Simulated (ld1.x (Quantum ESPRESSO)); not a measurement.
**As: one change to an ultrasoft potential, before and after**

ld1.x (Quantum ESPRESSO) 7.5 input, shortened:

```
&input
   title='As', zed=33., rel=2, dft='REVPBE', iswitch=3,
   config='[Ar] 3d10 4s2 4p3', rel_dist='average'
 /
 &inputp
   pseudotype=3, tm=.true., lloc=-1, rcloc=1.65,
   nlcc=.true., new_core_ps=.true., rcore=1.25,
   which_augfun='PSQ', rmatch_augfun=1.25
 /
4
4S  1  0   2.00   0.00  1.55  1.95  0.0
4S  1  0   0.00   1.85  1.55  1.95  0.0
4P  2  1   3.00   0.00  1.35  1.75  0.0
4P  2  1   0.00   0.25  1.35  1.75  0.0
 &test
   configts(1)='4s2 4p3'
 /
```

Open shells are filled in proportion to 2j + 1 (rel_dist='average').

Change: core correction Bessel-smoothed model core inside 1.88 bohr.

Cutoffs: the cutoffs (Ry, on a coarse ladder) from which the occupation-weighted sum of valence levels, in a spherical-Bessel basis at the reference potential, stays within 10 and 1 mRy of its value at 400 Ry; they do not see the model core or the augmentation charge, which bear on the density cutoff. Errors are all-electron minus pseudo energies relative to the spin-unpolarised reference configuration.

Problem. What does the change do?

Solution. Both files are so soft that the ladder of cutoffs tells neither apart; of the 7 tests that both files solve, the error grows in 2 and shrinks in 1 by more than 15 % and 0.3 meV (median size 20.6 → 23.2 meV); neither file shows a bound ghost. A wider model core is smoother and lowers the density cutoff, which this test does not measure.

```tsv
quantity	base	changed
cutoff, loose	8 Ry	8 Ry
cutoff, tight	12 Ry	12 Ry
bound ghosts	none	none
error for 4s2 4p2, meV [ΔE 9.11 eV]	-3.8	-4.6
error for 4s2 4p1, meV [ΔE 26.97 eV]	-33	-38
error for 4s2 4p0, meV [ΔE 54.57 eV]	-138	-151
error for 4s0 4p5, meV [ΔE 18.98 eV]	-30	-24
error for 4s1 4p4, meV [ΔE 9.39 eV]	-7.5	-6.6
error for 4s1 4p3, meV [ΔE 19.19 eV]	-21	-23
error for 4s2 4p2.5, meV [ΔE 3.54 eV]	-0.6	-0.7
s: phases at 2.14 bohr within 0.05 rad from the reference energy up to (Ry; the scan ends near 5)	4.9	4.9
p1/2: phases at 2.14 bohr within 0.05 rad from the reference energy up to (Ry; the scan ends near 5)	to the end of the scan	to the end of the scan
p3/2: phases at 2.14 bohr within 0.05 rad from the reference energy up to (Ry; the scan ends near 5)	to the end of the scan	to the end of the scan
lowest overlap eigenvalue by channel	s 0.41, p1/2 0.62, p3/2 0.62	s 0.41, p1/2 0.62, p3/2 0.62
```
